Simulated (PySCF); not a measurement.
## Cost of response and excited-state runs on `CCC#C[Si@@H](Cl)P[SiH3]`, C₄H₁₀ClPSi₂

Molfile (atoms numbered from 1):
```
C4H10ClPSi2
     RDKit          3D

 18 17  0  0  0  0  0  0  0  0999 V2000
   -2.4021   -1.9208   -1.5196 C   0  0  0  0  0  0  0  0  0  0  0  0
   -2.4409   -3.4434   -1.3931 C   0  0  0  0  0  0  0  0  0  0  0  0
   -1.2429   -4.0882   -1.9052 C   0  0  0  0  0  0  0  0  0  0  0  0
   -0.2305   -4.6057   -2.3482 C   0  0  0  0  0  0  0  0  0  0  0  0
    1.3305   -5.2374   -3.0253 Si  0  0  1  0  0  4  0  0  0  0  0  0
    1.0136   -7.0265   -4.0206 Cl  0  0  0  0  0  0  0  0  0  0  0  0
    2.0633   -3.7015   -4.4953 P   0  0  0  0  0  0  0  0  0  0  0  0
    2.0462   -2.0197   -2.9733 Si  0  0  0  0  0  4  0  0  0  0  0  0
   -3.3268   -1.4798   -1.1204 H   0  0  0  0  0  0  0  0  0  0  0  0
   -1.5512   -1.5009   -0.9638 H   0  0  0  0  0  0  0  0  0  0  0  0
   -2.3003   -1.6167   -2.5714 H   0  0  0  0  0  0  0  0  0  0  0  0
   -3.3123   -3.8491   -1.9355 H   0  0  0  0  0  0  0  0  0  0  0  0
   -2.5774   -3.7377   -0.3383 H   0  0  0  0  0  0  0  0  0  0  0  0
    2.2999   -5.5129   -1.9301 H   0  0  0  0  0  0  0  0  0  0  0  0
    3.4426   -4.0234   -4.2960 H   0  0  0  0  0  0  0  0  0  0  0  0
    0.6923   -1.3959   -2.9925 H   0  0  0  0  0  0  0  0  0  0  0  0
    3.0647   -1.0153   -3.4033 H   0  0  0  0  0  0  0  0  0  0  0  0
    2.3614   -2.4668   -1.5805 H   0  0  0  0  0  0  0  0  0  0  0  0
  1  2  1  0
  2  3  1  0
  3  4  3  0
  4  5  1  0
  5  6  1  0
  5  7  1  0
  7  8  1  0
  1  9  1  0
  1 10  1  0
  1 11  1  0
  2 12  1  0
  2 13  1  0
  5 14  1  1
  7 15  1  0
  8 16  1  0
  8 17  1  0
  8 18  1  0
M  END
```

PySCF with density fitting, on 1 thread of an Arm Neoverse V2, shared host. Command: `OMP_NUM_THREADS=1 python excited_run.py task.json out`

(1) How long does this run take, and how much memory?
- circular dichroism and optical rotation, CAM-B3LYP/def2-SVPD; 8 states; writes grids

## Answers

(1) 
| run | level | basis functions | wall time | peak memory (GiB) |
| --- | --- | --- | --- | --- |
| circular dichroism and optical rotation | CAM-B3LYP/def2-SVPD | 259 | 3.6 min | 1.3 |

Times from a shared host are rough.
